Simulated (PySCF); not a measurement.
These are PBE-D3(BJ)/def2-TZVP // PBE0-D3(BJ)/def2-SVP run with PySCF values and carry that method's errors. All species are isolated molecules in the gas phase. One relaxed conformer stands for a flexible species; it need not be the lowest. Excitations are Tamm–Dancoff values on a coarser integration grid. The basis has no diffuse functions, so Rydberg states are missing or too high.

Reference species (SMILES): `c1cc(C(F)=C)ccc1[SiH3]` (F–C–C–C torsion 5°) (neutral, multiplicity 1).

* **LUMO**: -2.37 eV
* **T1 excitation (TDA)**: 3.03 eV
* **HOMO–LUMO gap**: 3.51 eV
* **HOMO**: -5.88 eV

Changed species: `C=Cc1ccc(F)c([SiH3])c1` (C–C–C–C torsion 1°).

**Question.** What does the change do to the LUMO, T1 excitation (TDA), HOMO–LUMO gap and HOMO?

**Answer.** the LUMO goes up by 0.19 eV, to -2.18 eV; the T1 excitation (TDA) rises by 0.02 eV, to 3.05 eV; the HOMO–LUMO gap rises by 0.03 eV, to 3.54 eV; the HOMO rises by 0.17 eV, to -5.71 eV.
